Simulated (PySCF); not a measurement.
## Electronic structure of Cd (cadmium, neutral) at the UHF level

Configuration: [Kr] 4d9 5s2 5p1, one real determinant (an excited configuration). Computed with PySCF 2.14 in x2c-QZVPPall, with the spin-free X2C one-electron Hamiltonian (Gaussian nucleus).

```
Total energy                                                  : -5590.991700 hartree
One-electron energy                                           : -7696.1005 hartree
Hartree (Coulomb) energy                                      : 2258.2650 hartree
Exchange energy                                               : -153.1562 hartree
⟨S²⟩                                                          : 2.0142
⟨L²⟩                                                          : 8.049
Sum of ⟨r⟩                                                    : 34.98 bohr
Sum of ⟨r²⟩                                                   : 60.60 bohr²
Traceless quadrupole moment −½Σ⟨3z² − r²⟩ along its main axis : -6.52 e·bohr²
Langevin diamagnetic susceptibility                           : -48.0 ×10⁻⁶ cm³/mol
```

| shell | electrons | mean orbital energy (hartree) | spread (hartree) | rms radius, mean of both spins (bohr) |
| --- | --- | --- | --- | --- |
| 1s α | 1 | -986.84882 | 0 | 0.0348 |
| 1s β | 1 | -986.84797 | 0 | 0.0348 |
| 2s α | 1 | -150.00011 | 0 | 0.142 |
| 2s β | 1 | -149.98469 | 0 | 0.142 |
| 2p α | 3 | -134.43130 | 0.01619 | 0.127 |
| 2p β | 3 | -134.41554 | 0.00305 | 0.127 |
| 3s α | 1 | -29.58001 | 0 | 0.381 |
| 3s β | 1 | -29.57162 | 0 | 0.381 |
| 3p α | 3 | -24.33289 | 0.03078 | 0.383 |
| 3p β | 3 | -24.32252 | 0.01544 | 0.383 |
| 3d α | 5 | -16.11751 | 0.03397 | 0.364 |
| 3d β | 5 | -16.09684 | 0.05067 | 0.364 |
| 4s α | 1 | -5.02667 | 0 | 0.937 |
| 4s β | 1 | -4.94514 | 0 | 0.937 |
| 4p α | 3 | -3.39187 | 0.06731 | 1.03 |
| 4p β | 3 | -3.29142 | 0.06761 | 1.03 |
| 4d α | 5 | -0.96129 | 0.07070 | 1.33 |
| 4d β | 4 | -0.91698 | 0.03420 | 1.33 |
| 5s α | 1 | -0.41857 | 0 | 3.01 |
| 5s β | 1 | -0.34803 | 0 | 3.01 |
| 5p α | 1 | -0.20833 | 0 | 3.99 |

⟨L²⟩ = 8.05 against 12 for a pure F term, so this real determinant mixes terms.

Densities and radii are taken from the X2C orbitals without a picture-change correction, which distorts them close to the nucleus.

Spin-orbit constants ζ (cm⁻¹) from the X2C one-electron operator on these orbitals: bare nucleus, nucleus screened by l(l+1)(2l+1)/3 electrons, and screened by the Breit-Pauli mean field of the electrons.

| shell | bare | screened nucleus | mean field |
| --- | --- | --- | --- |
| 2p | 1034000 | 990800 | n/a |
| 3p | 187200 | 179400 | n/a |
| 3d | 27800 | 22010 | n/a |
| 4p | 30210 | 28950 | n/a |
| 4d | 2950 | 2336 | n/a |
| 5p | 1380 | 1323 | n/a |

To first order the Landé constant is A = -558.0 cm⁻¹, so the lowest level has J = 4 and lies 0.208 eV below the centre of the term. This holds in LS coupling only.
